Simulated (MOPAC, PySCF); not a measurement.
[Ta(NH2)5], neutral singlet in the gas phase. 

Z-matrix (Å, degrees):
```
Ta
N 1 1.9926
H 2 1.0186 1 125.13
H 2 1.0186 3 109.77 1 180.00
N 1 2.0204 2 115.32 3 -20.25
H 5 1.0164 1 124.86 2 -108.00
H 5 1.0176 6 110.49 1 167.54
N 1 2.0204 2 115.32 3 159.76
H 8 1.0164 1 124.86 2 -107.98
H 8 1.0176 9 110.49 1 167.53
N 1 2.0395 2 99.79 3 67.27
H 11 1.0190 1 128.75 2 -160.28
H 11 1.0212 12 107.90 7 -149.11
N 1 2.0395 2 99.78 3 -112.72
H 14 1.0190 1 128.76 2 -160.25
H 14 1.0212 15 107.91 10 -149.07
```
Charge 0, spin multiplicity 1.

All levels are single points at this geometry (r2SCAN-D4/def2-SVP); Pople sets use spherical d functions. Orbital energies aren't observables, and empty levels follow the basis.

```tsv
level	HOMO (eV)	LUMO (eV)	gap (eV)	dipole (D)	vertical IE, Delta-SCF (eV)
B3LYP-D3(BJ)/def2-TZVP in PySCF	-6.15	-0.59	5.56	0.13	–
PBE-D3(BJ)/def2-TZVP in PySCF	-5.06	-1.20	3.86	0.13	–
TPSSh-D3(BJ)/def2-TZVP in PySCF	-5.65	-0.78	4.87	0.13	–
B3LYP/LANL2DZ in PySCF	-5.83	-0.38	5.45	0.14	–
M06-2X/6-31G* (LANL2DZ on Ta) in PySCF	-7.34	0.77	8.11	0.07	–
PBE/6-31G* (LANL2DZ on Ta) in PySCF	-4.65	-0.91	3.74	0.06	7.28
SVWN5/6-31G* (LANL2DZ on Ta) in PySCF	-4.77	-1.02	3.75	0.09	–
PM6 in MOPAC	-6.44	1.37	7.81	0.29	–
PM7 in MOPAC	-7.18	1.03	8.21	0.50	–
```
